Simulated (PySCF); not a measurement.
HSE06 on Cr⁻ (chromium, charge -1), [Ar] 3d5 4s2, high-spin 6S determinant. All numbers are calculated (PySCF 2.14, no relativity, point nucleus, in def2-QZVPPD).

```
cycle= 1 E= -1044.27156651551  delta_E= -0.0109  |g|= 0.122  |ddm|= 1.12
cycle= 2 E= -1044.25806579658  delta_E= 0.0135  |g|= 0.239  |ddm|= 0.666
cycle= 3 E= -1044.27632846816  delta_E= -0.0183  |g|= 0.0046  |ddm|= 0.268
cycle= 4 E= -1044.27633508023  delta_E= -6.61e-06  |g|= 0.00298  |ddm|= 0.035
cycle= 5 E= -1044.27633939453  delta_E= -4.31e-06  |g|= 0.000394  |ddm|= 0.0202
cycle= 6 E= -1044.2763395029  delta_E= -1.08e-07  |g|= 2.51e-05  |ddm|= 0.00417
cycle= 7 E= -1044.2763395042  delta_E= -1.3e-09  |g|= 5.42e-07  |ddm|= 0.000819
cycle= 8 E= -1044.27633950421  delta_E= -4.09e-12  |g|= 7.6e-08  |ddm|= 1.59e-05
converged SCF energy = -1044.27633950421  <S^2> = 8.7978304  2S+1 = 6.0159223
```

Highest occupied orbital energy: 1.354 eV; ⟨L²⟩ = 0.00; populations by l: s 8.00, p 12.00, d 5.00, f 0.00.

(1) Can this result be used?

Results:

(1) With care. The run converged. At HSE06 the highest occupied level has a positive energy, so only the finite basis holds that electron; in a semilocal or global hybrid functional this comes from self-interaction and does not mean that the real anion is unbound.
